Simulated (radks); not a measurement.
Initial-state core-level shifts of the arsenic ion As2+ when its valence configuration changes from [Ar] 3d10 4s2 4p1. All-electron calculation, Dirac Kohn-Sham, LDA (Slater exchange, Perdew-Wang correlation), spin-unpolarised, spherical densities, point nucleus; open shells fill j = l - 1/2 first. Program: a radial shooting solver on a logarithmic mesh with Libxc functionals. Shifts are changes of the shell-averaged eigenvalues in eV (positive: less bound).

3d9 4s2 4p2: 1s -13.698; 2p -14.972; 3s -12.222; 3p -11.992
3d10 4s1 4p2: 1s -1.553; 2p -1.510; 3s -1.552; 3p -1.543
3d8.5 4s2 4p2.5: 1s -20.953; 2p -22.921; 3s -18.536; 3p -18.192
3d9.5 4s1 4p2.5: 1s -8.311; 2p -8.880; 3s -7.625; 3p -7.501
3d10 4s1.5 4p1.5: 1s -0.784; 2p -0.762; 3s -0.783; 3p -0.778
3d10 4p3: 1s -3.207; 2p -3.104; 3s -3.190; 3p -3.172
3d9.5 4s2 4p1.5: 1s -6.741; 2p -7.355; 3s -6.065; 3p -5.950
3d8 4s2 4p3: 1s -28.418; 2p -31.122; 3s -24.925; 3p -24.470
